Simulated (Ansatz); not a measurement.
`C[SiH]1NP1` + `NC1O[SiH2]1` → `N1[SiH2]P1` + `C[Si@H]1O[C@@H]1N` at 700 K and 1 bar (redistribution).

Isolated molecules relaxed with PBE0-D4/def2-TZVP in Ansatz; ΔE leaves out vibrations. CCSD(T)/CBS is the MP2 limit (def2-TZVPP, def2-QZVPP) plus CCSD(T) − MP2 in def2-TZVPP, frozen cores. One conformer a species, not always the lowest.

```
            species  CCSD(T)/CBS energy (Eh)  H − E (kJ/mol)  S (J/(mol·K))
       `C[SiH]1NP1`               -726.38240           257.7          431.5
      `NC1O[SiH2]1`               -459.98718           231.5          387.6
       `N1[SiH2]P1`               -687.10203           162.2          362.8
`C[Si@H]1O[C@@H]1N`               -499.26812           326.4          457.8
```

H − E and S are ideal-gas, rigid-rotor, harmonic terms from PBE0-D4/def2-TZVP, for one conformer and one mirror image of each species. 1 Eh = 2625.50 kJ/mol, R = 8.31446 J/(mol·K).

Task: By hand: ΔE, ΔH, ΔS and ΔG.

Result: ΔE = (-687.10203) + (-499.26812) − (-726.38240) − (-459.98718) = -0.00057 Eh = -1.5 kJ/mol. Δ(H − E) = 162.2 + 326.4 − 257.7 − 231.5 = -0.6, so ΔH = -2.1 kJ/mol. ΔS = 362.8 + 457.8 − 431.5 − 387.6 = 1.5 J/(mol·K). ΔG = -2.1 − 700 × (1.5)/1000 = -3.2 kJ/mol.

Task: By hand: the equilibrium constant, and the temperature at which ΔG would vanish if ΔH and ΔS stayed fixed.

Result: log₁₀ K = −ΔG/(RT ln 10) = 0.2. ΔH and −TΔS have one sign here, so there is no such temperature. One of them is within its doubt of zero, so this could turn.

TΔS isn't small against ΔH here. The sign of ΔG lies within the doubt. A doubt of 5 kJ/mol in ΔE shifts log₁₀ K by 0.4 here. Other conformers and mirror images would add mixing entropy, several J/(mol·K) or more a flexible species. These are equilibria of isolated gas molecules and say nothing of rates. Largest T1 diagnostic: 0.015 (customary marks: 0.02 for closed shells, 0.045 for open ones).
